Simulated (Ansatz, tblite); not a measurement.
Removing and adding an electron: Ag₂Te. Charge 0, multiplicity 1. Geometry: r2SCAN-D4/def2-TZVP. Ansatz, gas phase; energy differences of separate SCF runs; the oxidised species was run as a doublet alone; the reduced species was run as a doublet alone.

Cartesian coordinates in Å:
```
Ag 0.753 -0.607 1.280
Ag -0.460 -0.780 -1.325
Te -0.293 1.386 0.045
```

In the def2 sets Ag, Te take a core potential; there is no spin–orbit coupling. The xTB rows come from tblite. The structure comes from a short search, and lower isomers may exist.

```tsv
level	−HOMO (eV)	vertical IE (eV)	−LUMO (eV)	vertical EA (eV)	HOMO–LUMO gap (eV)	IE − EA (eV)	remarks
GFN1-xTB	9.20	12.80	7.26	3.83	1.94	8.97	–
GFN2-xTB	9.55	13.03	6.69	4.37	2.86	8.65	–
PBE-D4/def2-TZVP	4.69	7.34	3.44	–	1.26	–	–
PBE-D4/def2-TZVPD	4.72	–	3.45	1.40	1.26	–	HOMO above zero (-1 doublet)
r2SCAN-D4/def2-TZVP	4.79	7.23	3.24	–	1.55	–	–
r2SCAN-D4/def2-TZVPD	4.80	–	3.25	1.39	1.55	–	HOMO above zero (-1 doublet)
PBE0-D4/def2-TZVP	5.46	7.18	2.67	–	2.79	–	–
PBE0-D4/def2-TZVPD	5.48	–	2.68	1.28	2.79	–	HOMO above zero (-1 doublet)
```

Relaxing the oxidised species (r2SCAN-D4/def2-TZVP) changes its energy by -0.05 eV at PBE-D4/def2-TZVP, so the adiabatic ionisation energy to this nearest minimum is 7.30 eV. At PBE0-D4/def2-TZVP it is 7.11 eV.     A HOMO above zero means that the electron is unbound at that level or that self-interaction error raises the level; the energy of removing that electron tells which. Raw xTB energy differences between charge states are shifted by several eV; the methods need an empirical correction for them.
